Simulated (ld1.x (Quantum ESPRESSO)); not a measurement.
calcium (Ca), TM semilocal: configuration errors across variants

calcium, norm-conserving Troullier–Martins (semilocal form), made with ld1.x (Quantum ESPRESSO) 7.5 (PBE, scalar-relativistic). Core [Ne], reference 3s2 3p6 3d0 4s2 4p0. Waves: 3s (bound): rc 1.60 bohr; 3d (bound, empty): rc 3.00 bohr; 4f channel at 0.3 Ry: rc 2.40 bohr; 3p (bound): rc 1.80 bohr. Local part: the p channel. Core correction: none.

Occupied shells without a wave of their own: 4s. They enter only through the test configuration that unscreens the potential.

All-electron excitation energies from the reference (eV): (1) 3s2 3p6 3d0 4s1 4p0 6.309; (2) 3s2 3p6 3d0 4s0 4p0 18.130; (3) 3s2 3p6 3d0 4s1.5 4p0 2.504; (4) 3s2 3p6 3d0 4s0 4p1 9.357; (5) 3s2 3p6 3d0 4s0 4p2 4.951; (6) 3s2 3p6 3d0 4s1 4p1 2.422; (7) 3s1 3p6 3d0 4s2 4p0 54.229.

In the semilocal form every listed channel keeps its own potential, so the choice of the local channel does not act on these tests. It acts once the file is put into the separable form.

A semilocal file is local in each channel, so a ghost entry of none says nothing of the separable form that plane-wave codes build from it.

For the base: The 4s level has no wave, so the channel is fitted at the deeper level alone: the likely source of the large errors.

2 further variants failed, have other tests or another functional or relativity, and are left out.

Errors AE − PS in meV (a dash: test not solved or not reliable):

```tsv
change	(1)	(2)	(3)	(4)	(5)	(6)	(7)	bound ghosts
base	-290	-816	-122	-610	-468	-215	+111	none
wave 4f channel at 0.3 Ry: rc 2.40 bohr becomes 4f channel at 0.3 Ry: rc 3.32 bohr	-290	-816	-122	-610	-468	-215	+111	none
wave 3s (bound): rc 1.60 bohr becomes 3s (bound): rc 1.06 bohr	-29	-81	-12	-41	-22	-11	+34	none
form changed from semilocal to separable (Kleinman–Bylander), still TM; local potential the s channel	-290	-816	-122	-564	-411	-190	+132	none
wave 3p (bound): rc 1.80 bohr becomes 3p (bound): rc 2.70 bohr	-291	-826	-123	-889	-831	-370	+31	none
wave 4f channel at 0.3 Ry: rc 2.40 bohr becomes 4f channel at 7.46 Ry: rc 2.40 bohr	-290	-816	-122	-610	-468	-215	+111	none
wave 3d (bound): rc 3.00 bohr becomes 3d (bound): rc 2.58 bohr	-290	-816	-122	-610	-468	-215	+111	none
```

(1) Give the same row for: all radii scaled by about 1.08 (s 1.72, p 1.94, d 3.24, f 2.58 bohr).

Results:

(1) -437, -1231, -185, -937, -728, -332, +136; bound ghosts: none.
